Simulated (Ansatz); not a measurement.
Relaxation of CH3BMgS (7 atoms, charge 0, multiplicity 1), to a largest force component of 0.02 eV/Å in at most 40 steps.

Level of theory: Ansatz 0.2.0, RKS PBE/STO-3G.

```xyz
7
Properties=species:S:1:pos:R:3:forces:R:3
B -0.824 -0.085 -0.151 0.13 -0.83 -0.12
C 0.603 0.511 0.189 1.20 -1.64 -0.09
Mg 1.352 -1.450 -0.031 -2.80 1.61 -0.18
S -0.959 -1.790 -0.473 1.52 -0.14 0.23
H -1.782 0.587 -0.191 -0.29 0.30 0.00
H 0.663 0.961 1.188 0.07 0.30 0.41
H 0.947 1.265 -0.530 0.17 0.41 -0.24
```

Q: Where does it end, and by what steps?

A: The forces met the threshold. Limits of this set-up: minimal basis. After 5 steps the energy has fallen by 0.434 eV; Mg3 moved furthest, 0.19 Å.

```
step  energy less start (eV)  largest force component (eV/Å)  accepted
   0                  0.0000                           2.803       yes
   1                 -0.4034                           0.694       yes
   2                 -0.4279                           0.332       yes
   3                 -0.4338                           0.045       yes
   4                 -0.4338                           0.028       yes
   5                 -0.4338                           0.003       yes
```

```xyz
7
Properties=species:S:1:pos:R:3
B -0.807 -0.113 -0.153
C 0.654 0.500 0.196
Mg 1.185 -1.368 -0.045
S -0.912 -1.838 -0.474
H -1.777 0.563 -0.195
H 0.686 0.976 1.197
H 0.971 1.279 -0.526
```

Run time: 11 s on 1 thread of Intel(R) Xeon(R) Platinum 8259CL CPU @ 2.50GHz (Skylake/Cascade Lake), on a shared host, peak memory 0.15 GiB.
